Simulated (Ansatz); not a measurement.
This geometry of C$_{2}$H$_{7}$BFNOSi (14 atoms, charge 0, multiplicity 1) is a first-order saddle point.

Computed with Ansatz 0.2.0, RKS B3LYP-D4/def2-SVP.

```xyz
14
Properties=species:S:1:pos:R:3
C -2.457 0.542 -0.718
O -1.733 -0.461 -0.029
C -0.521 -0.083 0.498
N -0.484 0.252 1.728
B 0.699 -0.079 -0.482
Si 2.512 -0.692 0.140
F 2.536 -0.630 1.785
H -3.353 0.067 -1.141
H -1.865 0.986 -1.540
H -2.765 1.347 -0.028
H 0.488 0.352 2.045
H 0.535 0.311 -1.613
H 2.761 -2.104 -0.274
H 3.635 0.163 -0.342
```

Problem. Which two structures does it join? (They come from a converged band through this point; their orientation in space is the band's.)

Solution. No bond is made or broken. The dihedral C1–O2–C3–B5 goes from 177 to 7°.

First end point:

```xyz
14
Properties=species:S:1:pos:R:3
C -2.549 0.911 -0.480
O -1.383 0.242 -0.950
C -0.434 -0.049 -0.038
N -0.621 0.213 1.205
B 0.796 -0.838 -0.599
Si 2.619 -0.623 0.227
F 2.457 0.075 1.709
H -3.161 1.119 -1.367
H -2.287 1.848 0.037
H -3.106 0.280 0.231
H 0.224 0.031 1.751
H 0.627 -1.606 -1.513
H 3.344 -1.910 0.431
H 3.461 0.278 -0.616
```

Last end point:

```xyz
14
Properties=species:S:1:pos:R:3
C -2.318 0.093 -0.733
O -1.804 0.688 0.445
C -0.473 0.670 0.623
N 0.007 1.331 1.615
B 0.590 0.199 -0.405
Si 2.169 -0.909 0.163
F 2.389 -0.708 1.781
H -3.394 -0.051 -0.572
H -1.855 -0.891 -0.931
H -2.170 0.740 -1.614
H 0.990 1.099 1.786
H 0.506 0.602 -1.541
H 1.900 -2.357 -0.091
H 3.451 -0.535 -0.499
```

Problem. How far does it lie above each of them?

Solution. 0.44 eV above the first and 0.18 eV above the second. This is the barrier of this one path; another mechanism may lie lower.

Run time: 29 min on 2 threads of Arm Neoverse N1, with other jobs on the host, peak memory 0.41 GiB.
